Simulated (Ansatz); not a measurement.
Ansatz (a program for electronic structure) input:

Ansatz 0.2 input:
```yaml
crystal:
  periodic: [false, false, false]
  atoms:
    - {symbol: Te, position_ang: [-0.01364257, 0.01570217, -1.36551830]}
    - {symbol: Te, position_ang: [-0.02506281, 0.00587325, 1.36543410]}
    - {symbol: H, position_ang: [1.58370894, 0.46887769, -1.51907689]}
    - {symbol: H, position_ang: [0.42897095, -1.59079914, 1.52345558]}
basis:
  gaussian:
    orbitals: def2-TZVP
hamiltonian:
  xc: {name: PBE}
relax: {f_tol: 0.003, max_steps: 100}
```

Q: What final total energy does it print?

A: -537.24971 Eh (PBE/def2-TZVP). The basis has 112 functions.
